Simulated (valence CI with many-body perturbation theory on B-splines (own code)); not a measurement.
## Kr²¹⁺: electric-dipole lines

Computed by relativistic CI+MBPT: five valence electrons over a frozen Dirac-Fock core [Ne], radial functions for each j: 9 s, 9 p, 8 d, 6 f, 3 g, 1 h, with the one-electron correlation potential Σ1 (screened to all orders), the two-electron term Σ2, the three-electron term Σ3, Breit, model QED; selected single and double excitations, second order for the rest (own B-spline code, finite nucleus).

No measured levels were compared; by estimate levels of excited configurations hold to 0.05 to 0.15 % of their energy, terms of the ground configuration to about 0.5 %. Among the levels kept, up to 460 cm⁻¹ of a level comes from second order outside the variational space, and about a tenth of that is noise between levels of different J, which matters for small intervals.

Lines 1 to 50 of 172 in falling wavelength, among levels below 150.39 eV, chosen from the strongest by gf and those to the six lowest levels. Wavelengths and rates use the calculated energies, so an error of 400 cm⁻¹ moves a line at 460.1 Å by 0.18 % and its rate by three times that or more. Electric multipoles are in the length gauge, E1 and E2 with the static RPA response of the core. Weak lines are less certain than strong ones. Lines between different terms over intervals too small for the method are left out, as are lines whose strength nearly cancels. The highest levels of a list are the least certain.

Names give the largest LS component (configuration and term), which can be under half, so a name can repeat, a term be missing and a line seem to break the LS rules; names also repeat where a configuration has a term twice. Letters in brackets count levels of one name in rising energy.

```csv
λ vac (Å),Upper,Lower,A (s⁻¹),S (a.u.)
460.1,3p5 2P°_3/2,3s2 3p2 3d 2P_1/2 [b],1.96e+07,3.77e-03
421.4,3s 3p3 3d 6D°_3/2,3s2 3p2 3d 4P_1/2,1.18e+07,1.74e-03
407.9,3s 3p3 3d 6D°_5/2,3s2 3p2 3d 4P_3/2,2.07e+07,4.15e-03
382.7,3s 3p3 3d 6D°_7/2,3s2 3p2 3d 4P_5/2,4.60e+07,1.02e-02
343.5,3p5 2P°_3/2,3s 3p4 2P_3/2,3.17e+08,2.54e-02
336.4,3s 3p4 4P_5/2,3s2 3p3 2P°_3/2,6.85e+06,7.72e-04
305.6,3s 3p3 3d 6D°_3/2,3s2 3p2 3d 4D_5/2,2.45e+07,1.38e-03
304.0,3s 3p3 3d 6D°_5/2,3s2 3p2 3d 4D_5/2,2.17e+07,1.81e-03
290.9,3s 3p3 3d 6D°_7/2,3s2 3p2 3d 4F_9/2,1.41e+07,1.37e-03
287.2,3s 3p3 3d 6D°_1/2,3s2 3p2 3d 4D_3/2,6.58e+07,1.54e-03
287.0,3s 3p4 4P_3/2,3s2 3p3 2P°_3/2,1.32e+08,6.17e-03
286.0,3s 3p3 3d 6D°_3/2,3s2 3p2 3d 4D_3/2,5.17e+07,2.39e-03
284.4,3p5 2P°_3/2,3s2 3p2 3d 2P_1/2 [a],7.33e+07,3.33e-03
283.3,3s 3p3 3d 6D°_9/2,3s2 3p2 3d 4F_9/2,1.69e+08,1.90e-02
279.3,3s 3p3 3d 6D°_5/2,3s2 3p2 3d 2F_7/2 [a],2.59e+07,1.67e-03
277.2,3s 3p4 4P_1/2,3s2 3p3 2P°_3/2,5.82e+07,1.22e-03
276.9,3s 3p3 3d 6D°_7/2,3s2 3p2 3d 2F_7/2 [a],2.16e+07,1.81e-03
274.3,3s 3p3 3d 6D°_1/2,3s2 3p2 3d 4D_1/2,1.10e+08,2.24e-03
270.0,3s 3p3 3d 6D°_9/2,3s2 3p2 3d 2F_7/2 [a],6.26e+07,6.08e-03
268.2,3p5 2P°_3/2,3s2 3p2 3d 4D_3/2,1.89e+08,7.18e-03
267.5,3s 3p3 3d 6D°_7/2,3s2 3p2 3d 4F_7/2,1.66e+08,1.26e-02
263.9,3s 3p3 3d 6D°_3/2,3s2 3p2 3d 2F_5/2 [a],4.54e+07,1.65e-03
262.7,3s 3p3 3d 6D°_5/2,3s2 3p2 3d 2F_5/2 [a],7.80e+07,4.19e-03
261.0,3s 3p3 3d 6D°_9/2,3s2 3p2 3d 4F_7/2,1.25e+08,1.10e-02
245.7,3s 3p4 4P_5/2,3s2 3p3 2D°_5/2,3.57e+08,1.57e-02
243.4,3s 3p3 3d 6D°_5/2,3s2 3p2 3d 4F_5/2,7.79e+07,3.33e-03
242.7,3s 3p4 4P_3/2,3s2 3p3 2P°_1/2,6.89e+06,1.95e-04
241.6,3s 3p3 3d 6D°_7/2,3s2 3p2 3d 4F_5/2,8.12e+07,4.52e-03
236.6,3s 3p4 2D_3/2,3s2 3p3 2P°_3/2,3.41e+07,8.91e-04
236.2,3s 3p3 3d 6D°_3/2,3s 3p4 2S_1/2,4.13e+07,1.07e-03
236.1,3s 3p3 3d 6D°_3/2,3s2 3p2 3d 4F_3/2 [b],1.42e+08,3.68e-03
235.6,3s 3p4 4P_1/2,3s2 3p3 2P°_1/2,5.17e+08,6.68e-03
235.1,3s 3p3 3d 6D°_5/2,3s2 3p2 3d 4F_3/2 [b],3.37e+07,1.30e-03
229.4,3s 3p4 4P_5/2,3s2 3p3 2D°_3/2,7.67e+08,2.74e-02
223.9,3p5 2P°_3/2,3s 3p4 2S_1/2,1.44e+09,3.18e-02
223.8,3p5 2P°_3/2,3s2 3p2 3d 4F_3/2 [b],2.31e+09,5.11e-02
223.3,3s 3p4 2D_5/2,3s2 3p3 2P°_3/2,1.41e+09,4.65e-02
218.3,3s 3p4 4P_3/2,3s2 3p3 2D°_5/2,3.01e+08,6.17e-03
216.9,3p5 2P°_3/2,3s2 3p2 3d 4F_3/2 [a],1.25e+09,2.51e-02
205.6,3s 3p4 2D_3/2,3s2 3p3 2P°_1/2,2.80e+08,4.81e-03
205.3,3s 3p4 4P_3/2,3s2 3p3 2D°_3/2,3.47e+06,5.92e-05
205.1,3s 3p3 3d 6D°_3/2,3s 3p4 2D_5/2,7.08e+07,1.21e-03
201.0,3s2 3p2 3d 4F_3/2 [a],3s2 3p3 2P°_3/2,5.43e+08,8.71e-03
200.2,3s 3p4 4P_1/2,3s2 3p3 2D°_3/2,2.21e+08,1.75e-03
195.8,3p5 2P°_3/2,3s 3p4 2D_5/2,8.44e+09,1.25e-01
195.4,3s2 3p2 3d 4F_3/2 [b],3s2 3p3 2P°_3/2,4.04e+08,5.95e-03
195.3,3s 3p4 2S_1/2,3s2 3p3 2P°_3/2,1.93e+08,1.42e-03
194.5,3s 3p4 4P_5/2,3s2 3p3 4S°_3/2,3.36e+09,7.31e-02
190.0,3s2 3p2 3d 4F_5/2,3s2 3p3 2P°_3/2,5.72e+07,1.16e-03
187.8,3s 3p4 2D_3/2,3s2 3p3 2D°_5/2,4.22e+08,5.53e-03
```
